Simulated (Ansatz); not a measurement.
`C[S][Ge]([Cl])([Cl])[Cl]`, relaxed with RKS PBE0-D4/def2-TZVP in Ansatz 0.2.0 from a PBE-D4/def2-SVP geometry. The force threshold is 0.005 eV/Å; the program also tests the step.

The species carries charge 0 and has multiplicity 1.

Start:

```xyz
9

C    -0.673    0.277    1.441
S     0.564   -0.974    0.903
Ge    0.686   -0.373   -1.218
Cl   -1.240   -0.515   -2.205
Cl    2.103   -1.651   -2.214
Cl    1.304    1.696   -1.425
H    -0.289    1.303    1.289
H    -1.632    0.138    0.908
H    -0.824    0.099    2.522
```

```tsv
step	energy (eV)	largest force (eV/Å)	largest move (Å)
1	-105989.7717	0.561	0.000
2	-105989.8233	0.162	0.039
3	-105989.8256	0.073	0.013
4	-105989.8258	0.045	0.013
5	-105989.8258	0.012	0.009
6	-105989.8259	0.008	0.004
7	-105989.8259	0.001	0.002
```

End:

```xyz
9

C    -0.669    0.275    1.435
S     0.556   -0.948    0.885
Ge    0.679   -0.365   -1.210
Cl   -1.210   -0.514   -2.197
Cl    2.075   -1.632   -2.187
Cl    1.298    1.667   -1.442
H    -0.295    1.289    1.305
H    -1.615    0.144    0.912
H    -0.818    0.082    2.498
```

It took 70 s on 4 threads of an Arm Neoverse V2 on a shared host, with 1.1 GiB of host memory at the peak.
